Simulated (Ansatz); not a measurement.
`[F][SnH2][O]C(F)(F)F` + `F[Si](F)(S)Cl` → `[F][SnH]([Cl])[O]C(F)(F)F` + `F[SiH](F)S`  (redistribution)

Isolated molecules relaxed with PBE0-D4/def2-TZVP in Ansatz; ΔE leaves out vibrations. CBS: MP2 limit from def2 TZ/QZ plus the TZ coupled-cluster correction, frozen cores. DFT in def2-TZVPP. def2 core potentials past Kr. For Sn outer-core shells are correlated without core-valence functions, which leaves a few kJ/mol of doubt a bond. Each species was taken in one conformer, which may not be the lowest.

Question: Is it downhill or uphill in electronic energy at CCSD(T)/CBS, and by how much? (An estimate is asked.)

Answer: Computed: Uphill: ΔE = +3.5 kcal/mol.

Question: What do these levels give: r2SCAN-D4, B2PLYP, PBE0, MP2/def2-QZVPP, SCS-MP2/def2-QZVPP, MP2/CBS(def2)? (Best estimate.)

Answer: Ansatz gave: r2SCAN-D4 5.0, B2PLYP 4.0, PBE0 4.9, MP2/def2-QZVPP 4.0, SCS-MP2/def2-QZVPP 3.4, MP2/CBS(def2) 3.8 kcal/mol.

Largest T1 diagnostic among the species: 0.013.

In def2-TZVPP, CCSD(T) changes the Hartree–Fock value by +2.2 kcal/mol (the triples alone add +0.0 kcal/mol) and MP2 by +2.4 kcal/mol.
